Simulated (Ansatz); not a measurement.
Start from `FB(Cl)C[SiH3]` and change one atom or group to get `FB(S)Cl`.

Ansatz, PBE0-D4/def2-TZVP geometries, multiplicity 1. Each molecule was computed in one conformer, which needn't be the lowest.

```csv
property,`FB(Cl)C[SiH3]`
LUMO energy (B3LYP/def2-TZVPP) / eV,-0.88
size of the dipole moment (B3LYP/def2-TZVPP) / D,1.69
size of the dipole moment (PBE/def2-TZVPP) / D,1.62
HOMO–LUMO gap (B3LYP/def2-TZVPP) / eV,7.97
HOMO–LUMO gap (PBE0/def2-TZVPP) / eV,8.44
HOMO energy (PBE0/def2-TZVPP) / eV,-9.11
```

Give the same properties after the change, and the shifts. (An estimate is asked.)

The calculation gave: 
| property | `FB(S)Cl` | shift |
| --- | --- | --- |
| LUMO energy (B3LYP/def2-TZVPP) / eV | -0.85 | 0.03 |
| size of the dipole moment (B3LYP/def2-TZVPP) / D | 1.17 | -0.52 |
| size of the dipole moment (PBE/def2-TZVPP) / D | 1.15 | -0.47 |
| HOMO–LUMO gap (B3LYP/def2-TZVPP) / eV | 7.27 | -0.70 |
| HOMO–LUMO gap (PBE0/def2-TZVPP) / eV | 7.73 | -0.71 |
| HOMO energy (PBE0/def2-TZVPP) / eV | -8.39 | 0.72 |

Dipoles are sizes alone; their direction can turn.

B3LYP here is the variant with VWN-RPA as its local correlation; programs differ in this.
